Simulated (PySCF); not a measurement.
**Polarisability and C₆ of I(2+) (iodine, charge +2)**

[Kr] 4d10 5s2 5p3, high-spin 4S determinant. Computed with PySCF 2.14 in aug-cc-pwCVTZ-DK3 (10s9p7d4f1g, 109 functions), with the spin-free X2C one-electron Hamiltonian (Gaussian nucleus). Coupled (time-dependent) response in atomic units; α is the mean over directions.

```
method  mean α (bohr³)  C₆ (like pair)  S(−4)
   UHF           14.01           98.58  39.27
   PBE           13.78           96.56  36.97
  PBE0           13.73           96.20  36.63
```

S(−4) is the Cauchy moment in α(ω) = α(0) + S(−4) ω² + …

α(iu) at PBE0:

```json
{"u (hartree)": "0", "α(iu) (bohr³)": "13.73"}
{"u (hartree)": "0.0500", "α(iu) (bohr³)": "13.64"}
{"u (hartree)": "0.100", "α(iu) (bohr³)": "13.38"}
{"u (hartree)": "0.200", "α(iu) (bohr³)": "12.42"}
{"u (hartree)": "0.300", "α(iu) (bohr³)": "11.14"}
{"u (hartree)": "0.500", "α(iu) (bohr³)": "8.483"}
{"u (hartree)": "0.750", "α(iu) (bohr³)": "5.978"}
{"u (hartree)": "1.00", "α(iu) (bohr³)": "4.388"}
{"u (hartree)": "1.50", "α(iu) (bohr³)": "2.708"}
{"u (hartree)": "2.00", "α(iu) (bohr³)": "1.898"}
{"u (hartree)": "3.00", "α(iu) (bohr³)": "1.132"}
{"u (hartree)": "5.00", "α(iu) (bohr³)": "0.5558"}
```

A single London oscillator, α(iu) = α/(1 + u²/ω²), gives C₆ = (3/4) ω α². Matching the computed C₆ needs ω = 4 × 96.20 / (3 × 13.73²) = 0.680 hartree.

For an ion, C₆ is the dispersion term alone; charge-induced terms of lower order in 1/R come first.
